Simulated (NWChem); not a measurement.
Species: NH3Se2; SMILES N[Se][SeH]

```xyz
6

Se    -0.4076    -0.9505     0.0085
N      1.1926    -1.8629     0.0135
H      1.7574    -1.6730     0.8503
H      1.7526    -1.6924    -0.8307
Se     0.0547     1.3868     0.0307
H      0.1387     1.5704    -1.4477
```
Atoms are numbered in this order, from 1.

Computed with NWChem. The geometry was optimised at PBE-D3(BJ)/def2-SVP. Level M06-2X/def2-SVP: energy and gradient on several grids; changes count from the extra-fine grid, which is no exact limit either.

| grid | size of the energy change (μHa) | largest change of a gradient component (μHa/bohr) | time, medium = 1 (rough) |
|---|---|---|---|
| xcoarse | 4000 | 7000 | about 1 |
| coarse | 20 | 700 | about 1 |
| medium | 20 | 100 | about 1 |
| fine | < 10 | < 30 | about 1 |
| xfine | < 10 | < 30 | 2 |
